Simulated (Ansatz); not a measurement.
`CCC[O][AlH2]`. The species carries charge 0 and has multiplicity 1. All single points use the PBE0-D4/def2-TZVP geometry. It is one conformer, not always the lowest.

```xyz
14

C     0.963   -1.977   -0.154
C    -0.114   -0.974    0.223
C     0.406    0.449    0.227
O    -0.581    1.354    0.638
Al   -1.416    2.598   -0.137
H     0.572   -2.996   -0.155
H     1.799   -1.944    0.550
H     1.363   -1.775   -1.151
H    -0.516   -1.198    1.216
H    -0.954   -1.040   -0.476
H     1.257    0.522    0.918
H     0.787    0.702   -0.774
H    -1.071    2.919   -1.651
H    -2.494    3.361    0.725
```

Task: What is the dipole moment at r2SCAN/def2-TZVPP? (Best estimate.)

Result: The calculation gave: 0.95 D, with components (0.56, -0.59, -0.50) D in this frame, pointing from negative to positive charge.

Task: And with PBE, B3LYP, ωB97M-V? (Best estimate.)

Result: The calculation gave: PBE 0.94 D, B3LYP 0.94 D, ωB97M-V 0.93 D.

Task: Give the Mulliken charges with r2SCAN, ωB97M-V, PBE in def2-TZVPP. (An estimate is asked.)

Result: The calculation gave: 
| atom | r2SCAN | ωB97M-V | PBE |
| --- | --- | --- | --- |
| C1 | -0.15 | -0.32 | -0.26 |
| C2 | 0.02 | -0.14 | -0.09 |
| C3 | 0.12 | -0.02 | 0.03 |
| O4 | -0.40 | -0.36 | -0.30 |
| Al5 | 0.52 | 0.43 | 0.38 |
| H6 | 0.05 | 0.11 | 0.08 |
| H7 | 0.04 | 0.10 | 0.08 |
| H8 | 0.04 | 0.10 | 0.08 |
| H9 | 0.02 | 0.09 | 0.06 |
| H10 | 0.00 | 0.07 | 0.05 |
| H11 | 0.03 | 0.10 | 0.06 |
| H12 | 0.03 | 0.08 | 0.05 |
| H13 | -0.17 | -0.12 | -0.13 |
| H14 | -0.15 | -0.10 | -0.11 |

B3LYP here is the variant with VWN-RPA as its local correlation; programs differ in this.

Results of the Gaussian-basis code of Ansatz.
